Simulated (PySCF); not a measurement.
**Working out the electron affinity of Bi**

Bi⁻ [Xe] 4f14 5d10 6s2 6p4 (3P) → Bi [Xe] 4f14 5d10 6s2 6p3 (4S). All numbers are calculated (PySCF 2.14, scalar relativity through the core potential, in aug-cc-pwCVDZ-PP with ECP60MDF). Frozen: nothing. Energies in hartree (1 hartree = 27.21139 eV):

```csv
part,Bi⁻ (lower),Bi (upper)
UHF,-213.583193,-213.591532
MP2 opposite-spin,-0.304943,-0.289016
MP2 same-spin,-0.177057,-0.171816
```

Problem. What does Hartree-Fock give?

Solution. (-213.591532) − (-213.583193) = -0.008339 hartree = -0.227 eV.

Problem. What do MP2 and SCS-MP2 (6/5 opposite-spin, 1/3 same-spin) give?

Solution. The opposite-spin parts differ by 0.433 eV and the same-spin parts by 0.143 eV. MP2: -0.227 + (0.433) + (0.143) = 0.349 eV. SCS-MP2: -0.227 + 1.2 × (0.433) + (0.143)/3 = 0.340 eV.

Reference: 0.942 eV (measured; photodetachment measurements, as compiled on the Wikipedia data page of electron affinities), between the lowest levels; spin-orbit coupling is absent from the calculation.

A double-zeta basis recovers only part of the correlation energy.

What remains against the reference includes basis incompleteness and correlation beyond second order.
